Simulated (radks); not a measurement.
Results of a calculation; reference values are marked as such.
Problem. Fe2+, configuration [Ar] 3d5 7p1 (not the ground configuration). Code: a radial shooting solver on a logarithmic mesh with Libxc functionals. Model: Dirac Kohn-Sham, PBE, spin-unpolarised, spherical densities, finite nucleus; open shells fill j = l - 1/2 first; Fermi nuclear charge, rms radius 3.7377 fm. Some entries of the table are withheld. Estimate them.

orbital,occ.,eigenvalue (eV),<r^2> (bohr^2),<r> (bohr)
1s1/2,2,-7032.791,0.004596,0.05845
2s1/2,2,-855.1009,0.08406,0.2667
2p1/2,2,-742.1753,0.06707,0.2334
2p3/2,4,-729.6959,0.06869,0.2365
3s1/2,2,-128.6396,(1),0.8043
3p1/2,2,-95.5025,0.8276,0.8393
3p3/2,4,-93.9230,0.8447,0.8480
3d3/2,4,-40.8343,1.232,(2)
3d5/2,1,-40.6568,1.241,(3)
7p1/2,1,-3.7103,(4),14.42
7p3/2,0,-3.6981,(5),14.42

Solution. 
(1) 3s1/2 <r^2> (bohr^2): 0.7454
(2) 3d3/2 <r> (bohr): 0.9889
(3) 3d5/2 <r> (bohr): 0.9925
(4) 7p1/2 <r^2> (bohr^2): 231.4
(5) 7p3/2 <r^2> (bohr^2): 231.9
